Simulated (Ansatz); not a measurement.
```xyz
2

C     0.0285   -0.0018   -0.5870
C    -0.0236   -0.0291    0.5949
```

Basis set: def2-TZVP (spherical functions). Left uncorrelated: 2 orbitals. Charge 0, multiplicity 1.

Computed with Ansatz (development build ahead of 0.2.0); each method stands on the lowest determinant of its kind that the runs found. Restricted open shells among the atoms or ions are ROHF, correlated in semicanonical orbitals with singles.

The atomization energy at this shape (free ground-state atoms in the same class of orbitals less the molecule, no zero-point energy) of singlet C₂:

```csv
method,atomization energy
RHF,1.09 eV
```

Q: What does RHF-MP2 give?

A: 3.48 eV. Caution: in another basis set an unrestricted determinant lies well below; the shape is not the minimum.
